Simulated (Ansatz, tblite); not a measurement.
Spin states of the cluster Al₂Sb (the lowest doublet isomer of a short search), each relaxed with PBE-D4/def2-TZVP in Ansatz. Electronic energies in the gas phase.

In the def2 sets Sb takes a core potential; there is no spin–orbit coupling. The xTB rows come from tblite. Correlated methods freeze 14 core orbitals; core or outer-core shells of Sb are correlated, in sets that lack core-valence functions. The structure comes from a short search, and lower isomers may exist.

Doublet geometry (C2v within 0.1 Å):

Cartesian coordinates in Å:
```
Al 1.026 0.272 1.059
Al -0.119 -1.392 -0.544
Sb -0.907 1.119 -0.515
```

Quartet geometry (C2v within 0.1 Å):

```xyz
3

Al    0.429   -1.481    0.222
Al   -0.616    0.895    1.116
Sb    0.187    0.586   -1.339
```

⟨S²⟩: doublet 0.87 at PBE0-D4/def2-TZVP (pure 0.75), quartet 3.77 at PBE0-D4/def2-TZVP (pure 3.75).

Run but left out: HF/def2-TZVP, HF/def2-TZVPP, r2SCAN0-D4/def2-TZVP, MP2/def2-TZVP, MP2/def2-TZVPP, CCSD/def2-TZVPP, CCSD(T)/def2-TZVPP (doublet: ⟨S²⟩ 1.06 to 1.48, where a pure state has 0.75).

Only these spin states were relaxed.

```csv
level,quartet − doublet (kcal/mol),lowest of these,remarks
GFN1-xTB,56.8,doublet,–
GFN2-xTB,23.3,doublet,–
LDA (SPW92)/def2-TZVP,17.3,doublet,–
PBE-D4/def2-TZVP,13.8,doublet,–
r2SCAN-D4/def2-TZVP,11.0,doublet,spin-contaminated (⟨S²⟩ 1.02) (doublet)
r2SCANh-D4/def2-TZVP,10.6,doublet,spin-contaminated (⟨S²⟩ 1.04) (doublet)
PBE0-D4/def2-TZVP,11.8,doublet,spin-contaminated (⟨S²⟩ 0.87) (doublet)
RPA@PBE/def2-TZVP,15.7,doublet,–
```

Change of the quartet − doublet gap on mixing in exact exchange, in kcal/mol: PBE to PBE0 (25 % exact exchange) -2.0; r2SCAN to r2SCANh (10 % exact exchange) -0.3.

The xTB methods have no term that favours high spin, so they put low spin too low.
